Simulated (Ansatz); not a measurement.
`N[SiH]([SiH3])Br` → `N[SiH3]` + `[SiH]Br`  (silylene formation by 1,1-elimination)

Program: Ansatz. Geometries: PBE0-D4/def2-TZVP. ΔE: electronic, gas phase. CBS: MP2 limit from def2 TZ/QZ plus the TZ coupled-cluster correction, frozen cores. This one scheme is used for every species. For Br outer-core shells are correlated without core-valence functions, which leaves a few kJ/mol of doubt a bond. Scalar relativity is left out up to krypton. One conformer a species, not always the lowest.

```csv
level,ΔE (kJ/mol)
HF/def2-SVP,184.1
CCSD/CBS(def2),207.3
```

Question: What does CCSD(T)/CBS give? (Estimate.)

Answer: The calculation gave: +211.1 kJ/mol. The listed levels differ from it by -27.0, -3.8 kJ/mol.

Largest T1 diagnostic among the species: 0.011.

The D4 term adds +17.8 kJ/mol with B3LYP and +9.9 kJ/mol with PBE0; it sums over pairs of atoms, weighted by their polarisabilities, and B3LYP, whose exchange is more repulsive, gets the larger term. Leaving LDA and LC-ωPBE aside and taking each functional with its dispersion term where it has one, the values, not all of them listed here, spread over 39.2 kJ/mol, from BLYP-D4 to r2SCAN0-D4. LDA lies +33.9 kJ/mol from PBE without D4. At CCSD(T), def2-SVP lies −17.8 kJ/mol from the extrapolated value and def2-TZVPP −6.9 kJ/mol.

B3LYP here is the variant with VWN-RPA as its local correlation; programs differ in this.
